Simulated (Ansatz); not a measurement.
In(F)(Cl)(vinyl) (C2H3ClFIn), SMILES C=[CH][In]([F])[Cl].

The structure is a stationary point at B3LYP-D3(BJ)/def2-SVP. The structure was generated by enumeration; whether it is a known compound was not checked. The def2 effective core potentials stand for the cores of In; spin–orbit coupling is left out. The values are those of a single conformer.

Two levels are set side by side: PBE/def2-SVPD (Ansatz, a program for electronic structure) and CAM-B3LYP/def2-SVPD (Ansatz). Energy differences of separate SCF runs at the same geometry; the states with an electron removed or added have multiplicity 2 and 2. Differences are taken from unrounded values.

| quantity | CAM-B3LYP |
|---|---|
| vertical ionisation energy (eV) | 11.06 |
| vertical electron affinity (eV) | 0.44 |
| vertical singlet–triplet gap (eV) | 4.16 |

**Question.** What does PBE give, and how far is it from CAM-B3LYP? (The exact figures need the calculation; the answer reports its results.)

**Answer.** 
```json
[
 {"quantity": "vertical ionisation energy (eV)", "PBE": "10.35", "PBE minus CAM-B3LYP": "-0.71"},
 {"quantity": "vertical electron affinity (eV)", "PBE": "0.52", "PBE minus CAM-B3LYP": "0.08"},
 {"quantity": "vertical singlet–triplet gap (eV)", "PBE": "4.21", "PBE minus CAM-B3LYP": "0.05"}
]
```
